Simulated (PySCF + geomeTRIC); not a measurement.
Species: H2Cl3NSi, SMILES `N[Si](Cl)(Cl)Cl` (charge 0, multiplicity 1).

Task: Give a relaxed geometry from TPSSh-D3(BJ)/def2-TZVP run with PySCF + geomeTRIC.

Result: the end point of this relaxation (outside a Z-matrix the atoms follow the SMILES, hydrogens last).
Cartesian coordinates (Å) in one orientation:
```xyz
7

N      1.075     0.075     0.328
Si    -0.558     0.006    -0.097
Cl    -1.234     1.915    -0.317
Cl    -1.556    -0.968     1.389
Cl    -0.980    -0.981    -1.843
H      1.545    -0.740     0.695
H      1.706     0.696    -0.157
```
